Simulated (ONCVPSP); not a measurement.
Building the ONCV potential for gold (PBEsol, fully relativistic).

The input file (ONCVPSP 4.0.1):

```
# ATOM AND REFERENCE CONFIGURATION
# atsym  z   nc   nv     iexc    psfile
  Au 79.00   10    3  -116133      upf
#
#   n    l    f
    1    0    2.00
    2    0    2.00
    2    1    6.00
    3    0    2.00
    3    1    6.00
    3    2   10.00
    4    0    2.00
    4    1    6.00
    4    2   10.00
    4    3   14.00
    5    0    2.00
    5    1    6.00
    5    2    9.50
#
# PSEUDOPOTENTIAL AND OPTIMIZATION
# lmax
    2
#
#   l,   rc,      ep,       ncon, nbas, qcut
    0    1.45    0.00    4    7    9.10
    1    1.25    0.00    3    7    7.80
    2    1.70    0.00    4    8    9.30
#
# LOCAL POTENTIAL
# lloc, lpopt,  rc(5),   dvloc0
    4    5    0.90    2.00
#
# VANDERBILT-KLEINMAN-BYLANDER PROJECTORs
# l, nproj, debl
    0    3    2.30
    1    2    0.80
    2    2    0.40
#
# MODEL CORE CHARGE
# icmod, fcfact, rcfact
    1    0.65    0.00
#
# LOG DERIVATIVE ANALYSIS
# epsh1, epsh2, depsh
   -6.00    5.00    0.04
#
# OUTPUT GRID
# rlmax, drl
    6.00    0.01
#
# TEST CONFIGURATIONS
# ncnf
    4
# nvcnf
#   n    l    f
    4
    5    0    2.00
    5    1    6.00
    5    2   10.00
    6    0    1.00
#
    3
    5    0    2.00
    5    1    6.00
    5    2   10.00
#
    3
    5    0    2.00
    5    1    6.00
    5    2    9.00
#
    4
    5    0    2.00
    5    1    5.00
    5    2   10.00
    6    0    1.00
#
```

Command:

```bash
oncvpspr.x < Au.dat > Au.out
```

Output (shortened: citation, most of the input echo, consistency checks and plot data are left out):

```
ONCVPSP  (Optimized Norm-Conservinng Vanderbilt PSeudopotential)
relativistic version 4.0.1

#   n    l    f        energy (Ha)
    1    0    2.00    -2.9635783D+03
    2    0    2.00    -5.2292323D+02
    2    1    6.00    -4.3401196D+02    -5.0144354D+02
    3    0    2.00    -1.2381866D+02
    3    1    6.00    -9.9293312D+01    -1.1417201D+02
    3    2   10.00    -8.0094825D+01    -8.3292962D+01
    4    0    2.00    -2.7287730D+01
    4    1    6.00    -1.9605480D+01    -2.3177030D+01
    4    2   10.00    -1.2219814D+01    -1.2884839D+01
    4    3   14.00    -3.4586511D+00    -3.5987459D+00
    5    0    2.00    -4.5206044D+00
    5    1    6.00    -2.5781328D+00    -3.1870357D+00
    5    2    9.50    -7.5493682D-01    -8.1525843D-01

Reference configufation results
  iterations    23
  all-electron total energy (Ha)   -1.90421302D+04

Begin loop to  construct optimized pseudo wave functions
and semi-local pseudopoentials for all angular momenta

WARNING wellstate: moderately localized bound state found for n= 6 l=  0
WARNING scattering state with energy  0.05000000
WARNING will be used for the first projector

   Wellstate for l =  0  n =  7 kap= -1
     eigenvalue =   0.0500
     asymptotic potential =   0.5500
     half-point radius =  5.1249

   Wellstate for l =  0  n =  8 kap= -1
     eigenvalue =   2.3500
     asymptotic potential =   2.8500
     half-point radius =  3.3557

Calculating optimized projector #   1

 for l=   0

    Fraction of norm inside rc  0.945408
    Optimizing pswf for qcut=   9.11 a_B^-1,  ecut=  41.51 Ha
    Residual kinetic energy error=  1.47D-06 Ha

    Energy error per electron        Cutoff
         Ha          eV             Ha
         0.01000     0.27211       23.92
         0.00100     0.02721       29.78
         0.00010     0.00272       34.47
         0.00001     0.00027       38.13

Calculating optimized projector #   2

 for l=   0

    Fraction of norm inside rc  0.035050
    Optimizing pswf for qcut=   9.11 a_B^-1,  ecut=  41.51 Ha
    Residual kinetic energy error=  1.72D-06 Ha

    Energy error per electron        Cutoff
         Ha          eV             Ha
         0.01000     0.27211       18.66
         0.00100     0.02721       27.05
         0.00010     0.00272       33.31
         0.00001     0.00027       37.95

Calculating optimized projector #   3

 for l=   0

    Fraction of norm inside rc  0.051905
    Optimizing pswf for qcut=   9.11 a_B^-1,  ecut=  41.51 Ha
    Residual kinetic energy error=  7.25D-06 Ha

    Energy error per electron        Cutoff
         Ha          eV             Ha
         0.01000     0.27211       22.55
         0.00100     0.02721       30.22
         0.00010     0.00272       36.11
         0.00001     0.00027       41.25

WARNING wellstate: negative energy specified for n= 6 l=  1
WARNING scattering state with energy  0.25000000
WARNING will be used for the first projector

   Wellstate for l =  1  n =  7 kap= -2
     eigenvalue =   0.2500
     asymptotic potential =   0.7500
     half-point radius =  5.5402

Calculating optimized projector #   1

 for l=   1

    Fraction of norm inside rc  0.695073
    Optimizing pswf for qcut=   7.81 a_B^-1,  ecut=  30.50 Ha
    Residual kinetic energy error=  5.53D-04 Ha

    Energy error per electron        Cutoff
         Ha          eV             Ha
         0.01000     0.27211       20.37
         0.00100     0.02721       28.38
         0.00010     0.00272       99.15

Calculating optimized projector #   2

 for l=   1

    Fraction of norm inside rc  0.027868
    Optimizing pswf for qcut=   7.81 a_B^-1,  ecut=  30.50 Ha
    Residual kinetic energy error=  1.11D-04 Ha

    Energy error per electron        Cutoff
         Ha          eV             Ha
         0.01000     0.27211        8.86
         0.00100     0.02721       23.03
         0.00010     0.00272       30.94
         0.00001     0.00027       71.03

   Wellstate for l =  1  n =  7 kap=  1
     eigenvalue =  -2.3870

Calculating optimized projector #   1

 for l=   1

    Fraction of norm inside rc  0.790849
    Optimizing pswf for qcut=   7.81 a_B^-1,  ecut=  30.50 Ha
    Residual kinetic energy error=  4.44D-04 Ha

    Energy error per electron        Cutoff
         Ha          eV             Ha
         0.01000     0.27211       13.33
         0.00100     0.02721       26.94
         0.00010     0.00272       98.65

Calculating optimized projector #   2

 for l=   1

    Fraction of norm inside rc  0.024700
    Optimizing pswf for qcut=   7.81 a_B^-1,  ecut=  30.50 Ha
    Residual kinetic energy error=  1.17D-04 Ha

    Energy error per electron        Cutoff
         Ha          eV             Ha
         0.01000     0.27211       10.41
         0.00100     0.02721       15.97
         0.00010     0.00272       31.18
         0.00001     0.00027       78.49

WARNING wellstate: negative energy specified for n= 6 l=  2
WARNING scattering state with energy  0.25000000
WARNING will be used for the first projector

   Wellstate for l =  2  n =  6 kap= -3
     eigenvalue =   0.2500
     asymptotic potential =   0.7500
     half-point radius =  3.7926

Calculating optimized projector #   1

 for l=   2

    Fraction of norm inside rc  0.657102
    Optimizing pswf for qcut=   9.30 a_B^-1,  ecut=  43.24 Ha
    Residual kinetic energy error=  9.23D-09 Ha

    Energy error per electron        Cutoff
         Ha          eV             Ha
         0.01000     0.27211       16.14
         0.00100     0.02721       21.31
         0.00010     0.00272       25.52
         0.00001     0.00027       29.32

Calculating optimized projector #   2

 for l=   2

    Fraction of norm inside rc  0.110413
    Optimizing pswf for qcut=   9.30 a_B^-1,  ecut=  43.24 Ha
    Residual kinetic energy error=  7.42D-09 Ha

    Energy error per electron        Cutoff
         Ha          eV             Ha
         0.01000     0.27211       13.99
         0.00100     0.02721       19.09
         0.00010     0.00272       23.62
         0.00001     0.00027       27.30

   Wellstate for l =  2  n =  6 kap=  2
     eigenvalue =  -0.4153

Calculating optimized projector #   1

 for l=   2

    Fraction of norm inside rc  0.692923
    Optimizing pswf for qcut=   9.30 a_B^-1,  ecut=  43.24 Ha
    Residual kinetic energy error=  1.02D-08 Ha

    Energy error per electron        Cutoff
         Ha          eV             Ha
         0.01000     0.27211       17.35
         0.00100     0.02721       22.74
         0.00010     0.00272       27.46
         0.00001     0.00027       31.70

Calculating optimized projector #   2

 for l=   2

    Fraction of norm inside rc  0.104480
    Optimizing pswf for qcut=   9.30 a_B^-1,  ecut=  43.24 Ha
    Residual kinetic energy error=  6.01D-09 Ha

    Energy error per electron        Cutoff
         Ha          eV             Ha
         0.01000     0.27211       14.82
         0.00100     0.02721       20.30
         0.00010     0.00272       25.12
         0.00001     0.00027       29.23

Construct Vanderbilt / Kleinmman-Bylander projectors

B matrix Hermiticity error, ll=  0  kap= -1
   1   2   -6.2257D-04
   1   3    1.0431D-03
   2   3    9.6139D-05

  Orthonormal projector coefficients  2.8871E+01  6.1031E+00  8.7135E-01

B matrix Hermiticity error, ll=  1  kap= -2
   1   2   -3.4214D-04

  Orthonormal projector coefficients  1.6760E+01  2.5718E+00

B matrix Hermiticity error, ll=  1  kap=  1
   1   2   -4.4712D-04

  Orthonormal projector coefficients  1.5900E+01  2.6595E+00

B matrix Hermiticity error, ll=  2  kap= -3
   1   2    1.2158D-04

  Orthonormal projector coefficients  9.0826E+00  8.9712E-01

B matrix Hermiticity error, ll=  2  kap=  2
   1   2    1.3116D-04

  Orthonormal projector coefficients  9.0128E+00  9.0622E-01

 Orthonormal scalar projector coefficients, l =  1
  1.6425E+01  2.6283E+00  1.8943E-02  2.3239E-03

 Orthonormal spin-orbit projector coefficients, l =  1
  1.4569E+00 -1.0448E+00  1.3861E-01 -3.6027E-02

 Orthonormal scalar projector coefficients, l =  2
  9.0516E+00  9.0256E-01  1.2730E-03  3.0743E-06

 Orthonormal spin-orbit projector coefficients, l =  2
  1.3811E-01 -1.2859E-01  1.4816E-02 -5.4008E-05

Model core correction analysis
  based on d2Exc/dn_idn_j

d2excae - all-electron derivatives

   -2.369376D-02   -1.992737D-02   -1.010667D-02
   -1.994515D-02   -1.862773D-02   -1.130643D-02
   -1.021744D-02   -1.148302D-02   -9.452579D-03

d2excps - pseudofunction derivatives with no core correction

   -4.474563D-02   -3.494796D-02   -1.662618D-02
   -3.498124D-02   -3.051302D-02   -1.743318D-02
   -1.682850D-02   -1.775526D-02   -1.380755D-02

rms 2nd derivative error    1.163423E-02

Polynomial model core charge

d2excps - pseudofunction derivatives with core correction

   -2.611353D-02   -2.336425D-02   -1.303886D-02
   -2.339612D-02   -2.298786D-02   -1.495841D-02
   -1.323770D-02   -1.527545D-02   -1.290555D-02

rms 2nd derivative error    3.431059E-03

Pseudoatom total energy -137.020145

Diagnostic tests using Vanderbilt-Kleinman-Bylander pseudopotentials
  relativistic with J = L +/- 1/2 projectors

   l  kap   rcore       rmatch      e in        delta e    norm test   slope test

   0  -1   1.4573878   1.5016372  -4.5206044   0.0000066   1.0003123   1.0003001
   0  -1   1.4573878   1.5016372   0.0500000   0.0000329   1.0004429   1.0004429
   0  -1   1.4573878   1.5016372   2.3500000   0.0000480   1.0004831   1.0004831

   1  -2   1.2549476   1.2930506  -2.5781328   0.0000821   1.0002160   1.0003329
   1   1   1.2549476   1.2930506  -3.1870357  -0.0000082   1.0002470   1.0002549
   1  -2   1.2549476   1.2930506   0.2500000   0.0000221   1.0006316   1.0006316
   1   1   1.2549476   1.2930506   0.2112391   0.0000053   1.0006765   1.0006765

   2  -3   1.7026392   1.7543350  -0.7549368  -0.0000056   1.0001090   1.0001416
   2   2   1.7026392   1.7543350  -0.8152584   0.0000061   1.0001224   1.0001161
   2  -3   1.7026392   1.7543350   0.2500000   0.0000052   1.0002888   1.0002888
   2   2   1.7026392   1.7543350   0.2339262   0.0000064   1.0003019   1.0003019

Diagnostic tests using Vanderbilt-Kleinman-Bylander pseudopotentials
  relativistic with scalar and spin-orbit non-local projectors

   l  kap   rcore       rmatch      e in        delta e    norm test   slope test

   0  -1   1.4573878   1.5016372  -4.5206044   0.0000066   1.0003123   1.0003001
   0  -1   1.4573878   1.5016372   0.0500000   0.0000329   1.0004429   1.0004429
   0  -1   1.4573878   1.5016372   2.3500000   0.0000480   1.0004831   1.0004831

   1  -2   1.2549476   1.2930506  -2.5781328  -0.0002326   1.0001965   1.0001305
   1   1   1.2549476   1.2930506  -3.1870357  -0.0003064   1.0002203   1.0001192
   1  -2   1.2549476   1.2930506   0.2500000  -0.0001212   1.0005822   1.0005822
   1   1   1.2549476   1.2930506   0.2112391  -0.0000167   1.0006524   1.0006524

   2  -3   1.7026392   1.7543350  -0.7549368  -0.0001692   1.0001200   0.9998353
   2   2   1.7026392   1.7543350  -0.8152584  -0.0001637   1.0001375   0.9998559
   2  -3   1.7026392   1.7543350   0.2500000  -0.0002136   1.0002587   1.0002587
   2   2   1.7026392   1.7543350   0.2339262  -0.0001944   1.0002635   1.0002635

Ghost test for J = L + 1/2

 Testing for bound ghosts
   n   l    E NL Schr. Eq   E Basis Diag.   E Cutoff

   1   0       -4.520598       -4.520596    124.57

   2   1       -2.578051       -2.577978    141.65

   3   2       -0.754942       -0.753903    118.90

 Testing for highly-localized positive-energy ghosts
       l    <radius>/rc     E Basis Diag.   E Cutoff

       0        0.160574        5.053156    124.57  WARNING - GHOST(+)

       1        0.845396       10.425322    141.65  WARNING - GHOST(+)

Ghost test for J = L - 1/2

 Testing for bound ghosts
   n   l    E NL Schr. Eq   E Basis Diag.   E Cutoff

   1   0       -4.520598       -4.520596    124.57

   2   1       -3.187044       -3.186987    141.65

   3   2       -0.815252       -0.814551    118.90

 Testing for highly-localized positive-energy ghosts
       l    <radius>/rc     E Basis Diag.   E Cutoff

       0        0.160574        5.053156    124.57  WARNING - GHOST(+)

       1        0.919847       11.371227    141.65  WARNING - GHOST(+)

Test configuration 0

   n   l kap    f        eae           eps        diff
   1   0  -1  2.0000-2963.57830699
   2   0  -1  2.0000 -522.92322967
   2   1  -2  4.0000 -434.01196057
   2   1   1  2.0000 -501.44353958
   3   0  -1  2.0000 -123.81865812
   3   1  -2  4.0000  -99.29331220
   3   1   1  2.0000 -114.17201252
   3   2  -3  6.0000  -80.09482547
   3   2   2  4.0000  -83.29296246
   4   0  -1  2.0000  -27.28772994
   4   1  -2  4.0000  -19.60547989
   4   1   1  2.0000  -23.17702994
   4   2  -3  6.0000  -12.21981386
   4   2   2  4.0000  -12.88483922
   4   3  -4  8.0000   -3.45865111
   4   3   3  6.0000   -3.59874594
   5   0  -1  2.0000   -4.52060445   -4.52059780    6.64E-06
   5   1  -2  4.0000   -2.57813279   -2.57805069    8.21E-05
   5   1   1  2.0000   -3.18703574   -3.18704393   -8.19E-06
   5   2  -3  5.7000   -0.75493682   -0.75494246   -5.64E-06
   5   2   2  3.8000   -0.81525843   -0.81525235    6.08E-06

    Total energies and differences
      AE_ref= -1.90421302E+04  AE_tst= -1.90421302E+04  dif=  0.00E+00
      PS_ref= -1.37020145E+02  PS_tst= -1.37020145E+02  dif=  1.14E-13
      PSP excitation error= -1.14E-13

Test configuration 1

psatom_r: WARNING lschvkbb convergence error n,l,kap,iter=   2   1   1

ea(ii),et,emin,emax -2.829094E+00 -2.822705E+00 -2.822705E+00 -2.822541E+00

psatom_r: WARNING lschvkbb convergence error n,l,kap,iter=   3   2  -3

ea(ii),et,emin,emax -4.122845E-01 -3.710561E-01 -3.710561E-01 -3.710561E-01

psatom_r: WARNING lschvkbb convergence error n,l,kap,iter=   1   0  -1

ea(ii),et,emin,emax -3.843898E+00 -3.459508E+00 -3.459508E+00 -3.459508E+00

psatom_r: WARNING lschvkbb convergence error n,l,kap,iter=   2   1  -2

ea(ii),et,emin,emax -2.035584E+00 -1.832025E+00 -1.832025E+00 -1.832025E+00

psatom_r: WARNING lschvkbb convergence error n,l,kap,iter=   3   2  -3

ea(ii),et,emin,emax -4.122845E-01 -3.710561E-01 -3.710561E-01 -3.710561E-01

psatom_r: WARNING lschvkbb convergence error n,l,kap,iter=   2   0  -1

ea(ii),et,emin,emax -3.428732E-01 -3.085859E-01 -3.085859E-01 -3.085859E-01
run_config_r: WARNING for fully non-local PS atom,
 WARNING no output for configuration 2

Test configuration 2

   n   l kap    f        eae           eps        diff
   1   0  -1  2.0000-2963.34347222
   2   0  -1  2.0000 -522.68775276
   2   1  -2  4.0000 -433.77649285
   2   1   1  2.0000 -501.20811640
   3   0  -1  2.0000 -123.58353857
   3   1  -2  4.0000  -99.05820259
   3   1   1  2.0000 -113.93687683
   3   2  -3  6.0000  -79.85962262
   3   2   2  4.0000  -83.05774561
   4   0  -1  2.0000  -27.05279710
   4   1  -2  4.0000  -19.37055825
   4   1   1  2.0000  -22.94209514
   4   2  -3  6.0000  -11.98488474
   4   2   2  4.0000  -12.64990485
   4   3  -4  8.0000   -3.22386015
   4   3   3  6.0000   -3.36393986
   5   0  -1  2.0000   -4.28766525   -4.28769175   -2.65E-05
   5   1  -2  4.0000   -2.34863694   -2.34853634    1.01E-04
   5   1   1  2.0000   -2.95546992   -2.95548955   -1.96E-05
   5   2  -3  6.0000   -0.54235592   -0.54233478    2.11E-05
   5   2   2  4.0000   -0.60014963   -0.60011636    3.33E-05

    Total energies and differences
      AE_ref= -1.90421302E+04  AE_tst= -1.90424658E+04  dif= -3.36E-01
      PS_ref= -1.37020145E+02  PS_tst= -1.37355686E+02  dif= -3.36E-01
      PSP excitation error= -7.10E-06

Test configuration 3

psatom_r: WARNING lschvkbb convergence error n,l,kap,iter=   2   1   1

ea(ii),et,emin,emax -3.310628E+00 -3.315403E+00 -3.315567E+00 -3.315403E+00

psatom_r: WARNING lschvkbb convergence error n,l,kap,iter=   3   2  -3

ea(ii),et,emin,emax -8.084728E-01 -8.893201E-01 -8.893201E-01 -8.893201E-01
run_config_r: WARNING for fully non-local PS atom,
 WARNING no output for configuration 4

Test configuration 4

   n   l kap    f        eae           eps        diff
   1   0  -1  2.0000-2963.60539231
   2   0  -1  2.0000 -522.92641848
   2   1  -2  4.0000 -434.01630500
   2   1   1  2.0000 -501.45054764
   3   0  -1  2.0000 -123.81421492
   3   1  -2  4.0000  -99.28891096
   3   1   1  2.0000 -114.16820016
   3   2  -3  6.0000  -80.08991710
   3   2   2  4.0000  -83.28823130
   4   0  -1  2.0000  -27.28123707
   4   1  -2  4.0000  -19.59863012
   4   1   1  2.0000  -23.17054061
   4   2  -3  6.0000  -12.21196153
   4   2   2  4.0000  -12.87722994
   4   3  -4  8.0000   -3.44740281
   4   3   3  6.0000   -3.58779437
   5   0  -1  2.0000   -4.47688129   -4.48296324   -6.08E-03
   5   1  -2  3.3333   -2.51487916   -2.51724686   -2.37E-03
   5   1   1  1.6667   -3.13480490   -3.13896232   -4.16E-03
   5   2  -3  6.0000   -0.65898129   -0.65896569    1.56E-05
   5   2   2  4.0000   -0.72264850   -0.72280901   -1.61E-04
   6   0  -1  1.0000   -0.53580823   -0.53605318   -2.45E-04

    Total energies and differences
      AE_ref= -1.90421302E+04  AE_tst= -1.90403411E+04  dif=  1.79E+00
      PS_ref= -1.37020145E+02  PS_tst= -1.35229450E+02  dif=  1.79E+00
      PSP excitation error= -1.60E-03
```

The run took about 5.7 s on one core of a shared server CPU.
